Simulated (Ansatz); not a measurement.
Two isomers of C2H3BrO: A = `BrC1CO1`, B = `O=CCBr`.

Gas-phase electronic energies from Ansatz, PBE0-D4/def2-TZVP geometries. CCSD(T)/CBS is the MP2 limit (def2-TZVPP, def2-QZVPP) plus CCSD(T) − MP2 in def2-TZVPP, frozen cores. Functionals use def2-TZVPP. B3LYP here is the variant with VWN-RPA as its local correlation; programs differ in this. For Br outer-core shells are correlated without core-valence functions, which leaves a few kJ/mol of doubt a bond. Scalar relativity is left out up to krypton. Each species was taken in one conformer, which may not be the lowest.

(1) Which is lower in electronic energy at CCSD(T)/CBS, and by how much? (Estimate.)

(2) Give E(B) − E(A) in kcal/mol with B2PLYP, BLYP-D4, PBE-D4, ωB97M-V, B3LYP-D4, PBE0-D4, CCSD(T)/def2-TZVPP. (Best estimate.)

(3) Does the order hold for the free energy at 298.15 K (harmonic terms from PBE0-D4)? (An estimate is asked.)

Largest T1 diagnostic: 0.011.

Results:

(1) The calculation gave: B, by 22.6 kcal/mol.

(2) Ansatz gave: B2PLYP -23.5, BLYP-D4 -24.1, PBE-D4 -19.4, ωB97M-V -21.5, B3LYP-D4 -23.6, PBE0-D4 -19.5, CCSD(T)/def2-TZVPP -22.8. None reverses the order clearly.

(3) Ansatz gave: Yes: G(B) − G(A) = -24.1 kcal/mol, for one conformer each.

In def2-TZVPP, CCSD(T) changes the Hartree–Fock value by +5.3 kcal/mol (the triples alone add +0.4 kcal/mol) and MP2 by +6.6 kcal/mol. Leaving LDA and LC-ωPBE aside and taking each functional with its dispersion term where it has one, the values, not all of them listed here, spread over 4.8 kcal/mol, from BHLYP-D4 to PBE-D4. LDA lies +3.8 kcal/mol from PBE without D4.
